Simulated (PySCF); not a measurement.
CH2F4Si, SMILES F[SiH2]C(F)(F)F. Coordinates come from a PBE-D3(BJ)/def2-SVP optimisation.

Computed equilibrium geometry at PBE-D3(BJ)/def2-SVP (PySCF confirms it by a frequency run) as bond lengths and angles, and its point group:
point group Cs.
Atoms: Si1 F2 C3 F4 F5 F6 H7 H8. Bonds (Å): Si1–F2 1.635, Si1–C3 1.935, Si1–H7 1.495, Si1–H8 1.495, C3–F4 1.355, C3–F5 1.355, C3–F6 1.364. Angles (°): F2–Si1–C3 108.5, F2–Si1–H7 109.5, F2–Si1–H8 109.5, C3–Si1–H7 107.9, C3–Si1–H8 107.9, H7–Si1–H8 113.6, Si1–C3–F4 112.7, Si1–C3–F5 112.7, Si1–C3–F6 108.5, F4–C3–F5 107.6, F4–C3–F6 107.5, F5–C3–F6 107.5.
Charge 0, spin multiplicity 1.
